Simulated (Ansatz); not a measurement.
`O[Si@@H](Cl)[Si@@H](O)Cl`, charge 0, multiplicity 1.

Problem. Give a relaxed structure at PBE0-D4/def2-TZVP (the Gaussian-basis code of Ansatz). (Estimate.)

Solution. Computed: 
Z-matrix (Å, degrees):
```
Si
Cl 1 2.063
Si 1 2.343 2 106.2
O 1 1.636 2 111.8 3 117.8
H 1 1.477 2 107.3 3 -125.2
O 3 1.645 1 101.6 2 90.2
Cl 3 2.063 1 110.6 2 -152.1
H 3 1.484 1 116.9 2 -31.3
H 4 0.961 1 116.4 2 -79.9
H 6 0.959 3 119.3 1 -176.7
```
This is one stationary point; other conformers may exist.
